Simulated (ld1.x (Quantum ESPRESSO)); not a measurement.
Li: excitation energies, all-electron against TM semilocal

Li, norm-conserving Troullier–Martins (semilocal form), made with ld1.x (Quantum ESPRESSO) 7.5 (LDA (PZ), scalar-relativistic). Core [He], reference 2s1 2p0. Waves: 2p (bound, empty): rc 4.20 bohr; 3d channel at 0.2 Ry: rc 3.90 bohr; 2s (bound): rc 2.40 bohr. Local part: the s channel. Core correction: none.

Energies are relative to the spin-unpolarised reference configuration 2s1 2p0; without spin polarisation the order of configurations can differ from experiment. Spin-polarised rows fill each open shell by Hund’s rule, majority spin first.

| valence configuration | charge | ΔE all-electron (eV) | error AE − PS (meV) |
| --- | --- | --- | --- |
| 2s0.5 2p0 | +0.5 | 2.045 | +5.9 |
| 2s1 2p0 (spin-polarised) | 0 | -0.233 | +20 |

Question: What are ΔE and the potential's error for 2s0.5 2p0 (spin-polarised)?

Answer: ΔE = 1.953 eV all-electron; the error (AE − PS) is +17 meV.

Question: What are ΔE and the potential's error for 2s0 2p1?

Answer: ΔE = 1.754 eV all-electron; the error (AE − PS) is -0.6 meV.
